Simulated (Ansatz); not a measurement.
F$_{2}$HSSi (`F[SiH](F)[S]`) radical, 5 atoms. The species carries charge 0 and has multiplicity 2. All runs use 2 threads of a server CPU on a shared host. Correlated methods freeze the cores. Open-shell runs search over several starts.

(1) How many basis functions does each run have, and how long does it take in Ansatz? UHF-CCSD(T)/def2-SVP energy; UKS ωB97M-V/def2-QZVPP energy; UKS BHLYP-D4/def2-TZVPP energy; UKS PBE-QIDH (frozen core)/def2-TZVPP energy; direct RPA on PBE orbitals/def2-TZVPP energy; UKS revPBE-D4/def2-TZVPP energy; UKS PBE0-D4/def2-SVP energy; UKS ωB97M-V/def2-SVP energy; UHF-MP2/def2-QZVPP energy; UKS PBE0-D4/def2-QZVPP energy; UHF-CCSD(T)/def2-TZVPP energy; UKS PBE0-D4/def2-TZVP frequencies. (Best estimate.)

Answers

(1) The calculation gave: Other jobs shared the machine, so times are rough.

```
                                level          job  functions  wall time  peak host memory (GiB)
                 UKS PBE0-D4/def2-SVP       energy         69        3 s                    0.17
                 UHF-CCSD(T)/def2-SVP       energy         69        4 s                    0.27
             UKS revPBE-D4/def2-TZVPP       energy        160       10 s                    0.34
UKS PBE-QIDH (frozen core)/def2-TZVPP       energy        160       11 s                    0.38
              UKS BHLYP-D4/def2-TZVPP       energy        160       12 s                    0.62
                 UKS ωB97M-V/def2-SVP       energy         69       14 s                    0.32
direct RPA on PBE orbitals/def2-TZVPP       energy        160       20 s                     0.4
               UKS PBE0-D4/def2-QZVPP       energy        284       25 s                     1.2
                   UHF-MP2/def2-QZVPP       energy        284       49 s                    0.98
                UKS PBE0-D4/def2-TZVP  frequencies        142       55 s                    0.55
               UHF-CCSD(T)/def2-TZVPP       energy        160       58 s                     1.9
               UKS ωB97M-V/def2-QZVPP       energy        284       71 s                     1.5
```
